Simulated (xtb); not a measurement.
A run for xtb: GFN-FF on FHSTe (SMILES F[Te]S), a point of a torsion scan.

```
$ xtb mol.xyz --gfnff --sp --chrg 0 --uhf 0
4

F      1.77313014    -0.75210129     0.12116871
Te     0.92403993     1.02173103    -0.31782821
S     -1.23271842     0.44911898     0.40196994
H     -1.71481666    -0.04106340    -0.74030498
```

### Question
What total energy does the run end on?

### Answer
-0.2469 hartree.
